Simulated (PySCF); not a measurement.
**Radial density of H (hydrogen, neutral)**

BHandHLYP, 2p1, 2P determinant (an excited configuration). Computed with PySCF 2.14 in aug-cc-pVTZ with one added diffuse shell each of s, p, d type (5s4p3d, 32 functions), with the non-relativistic Hamiltonian (point nucleus).

```json
{"r (bohr)": "0.220", "4πr²ρ (e/bohr)": "7.222e-05", "4πr²(ρα − ρβ)": "0.0001"}
{"r (bohr)": "0.370", "4πr²ρ (e/bohr)": "0.0005384", "4πr²(ρα − ρβ)": "0.0005"}
{"r (bohr)": "0.623", "4πr²ρ (e/bohr)": "0.003590", "4πr²(ρα − ρβ)": "0.0036"}
{"r (bohr)": "1.05", "4πr²ρ (e/bohr)": "0.01917", "4πr²(ρα − ρβ)": "0.0192"}
{"r (bohr)": "1.76", "4πr²ρ (e/bohr)": "0.07502", "4πr²(ρα − ρβ)": "0.0750"}
{"r (bohr)": "2.96", "4πr²ρ (e/bohr)": "0.1779", "4πr²(ρα − ρβ)": "0.1779"}
{"r (bohr)": "4.99", "4πr²ρ (e/bohr)": "0.1663", "4πr²(ρα − ρβ)": "0.1663"}
{"r (bohr)": "8.39", "4πr²ρ (e/bohr)": "0.04990", "4πr²(ρα − ρβ)": "0.0499"}
{"r (bohr)": "14.1", "4πr²ρ (e/bohr)": "0.0003880", "4πr²(ρα − ρβ)": "0.0004"}
```

For one electron the Hartree and exchange-correlation energies should cancel; what remains is the self-interaction error. The outer electron is Rydberg-like, and this basis confines it to a smaller radius and binds it less than a complete one would.
